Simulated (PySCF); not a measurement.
Stepwise substitution at one centre (Ge Cl-H). Gas-phase values, no solvent. Strings in code marks are SMILES.

The LUMO from two functionals at the same geometries (CAM-B3LYP-D3(BJ)/def2-TZVP), both in PySCF: PBE-D3(BJ)/def2-TZVP and TPSSh-D3(BJ)/def2-TZVP. 

```csv
species,PBE-D3(BJ)/def2-TZVP (eV),TPSSh-D3(BJ)/def2-TZVP (eV)
0 of 4 Cl replaced by H,-3.21,-2.72
1 of 4 Cl replaced by H,-2.41,-1.89
2 of 4 Cl replaced by H (`[Cl][GeH2][Cl]`),-1.67,-1.14
3 of 4 Cl replaced by H,-1.21,-0.67
```

Over these rows, drawn at random from the members with no instability flagged (it was tested for open shells, ions and some series alone), PBE minus TPSSh-D3(BJ): mean -0.52 eV, from -0.54 eV to -0.49 eV.
